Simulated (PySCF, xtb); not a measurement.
Ti(Cl)3(OH) anion (Cl3HOTi), SMILES [OH][Ti]([Cl])([Cl])[Cl] (connectivity only; charge and spin as stated), charge -1, multiplicity 2. Other conformers were not sampled.

Harmonic wavenumbers (cm⁻¹) from GFN2-xTB (xtb) at its own minimum, in rising order: 65, 104, 113, 113, 131, 247, 288, 326, 357, 426, 569, 3456.

Question: What does B3LYP-D3(BJ)/def2-SVPD (PySCF 2.14.0) give at its own minimum? (An estimate is asked for; the answer gives what the named calculation found.)

Answer: 79, 83, 111, 117, 146, 247, 307, 357, 365, 509, 677, 3854. Paired by order, the mean absolute difference is 59 cm⁻¹ and the zero-point energies are 8.9 and 9.8 kcal/mol.
